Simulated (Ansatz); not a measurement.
```yaml
crystal:
  periodic: [false, false, false]
  atoms:
    - {symbol: Pb, position_ang: [-0.392981, -1.092845, 1.100307]}
    - {symbol: Te, position_ang: [-0.018487, -0.388006, -1.701390]}
    - {symbol: Te, position_ang: [0.434193, 1.615169, 0.323573]}
basis:
  gaussian: {orbitals: def2-mTZVP, nuclear_model: gaussian}
hamiltonian: {xc: {name: B2PLYP}}
scf: {omitted_lower_state_checks: [starts]}
```

```sh
$ ansatz run in.yaml --threads 4 --pin off --events-out ev --progress --plain --max-ram 3916MiB
```

Output, abridged:

```
Functional definition: B2PLYP
1249 factors; integrals over basis functions are off by at most 2.0e-4 eV
mean field evaluation 1: about -19809.3971 eV, gradient 1.4e1 eV
mean field evaluation 2: about -19809.4928 eV, gradient 1.4e1 eV
mean field evaluation 4: about -19810.6319 eV, gradient 1.4e0 eV
mean field evaluation 8: about -19810.6443 eV, gradient 1.5e-1 eV
mean field evaluation 16: about -19810.6445 eV, gradient 7.7e-4 eV
mean field -19810.64452596 eV, -728.0277581920 hartree, gradient 9.2e-6 eV, S^2 0.000000; 0 other end points of the search recorded, 0 dependent functions left out
12 core orbitals not correlated: weight in the atoms' cores, before any rotation towards them, 1.000 or more for the frozen orbitals, at most 0.000 for the correlated occupied ones
reference -19810.64465602 eV, -728.0277629715 hartree; 23, 23 occupied and 73, 73 virtual orbitals, 1249 factors
second order -15.12484142 eV of doubles, -0.00000000 eV of singles
Total energy: -19814.72836320 eV, -728.1778364425 hartree
Checks for a lower state left out: starts
```

Hardware: 4 threads of Arm Neoverse V1 on a shared host. Wall time 2.4 s.

In the def2 sets Pb, Te take a core potential; there is no spin–orbit coupling. Correlated methods freeze 12 core orbitals; core or outer-core shells of Pb, Te are correlated, in sets that lack core-valence functions.
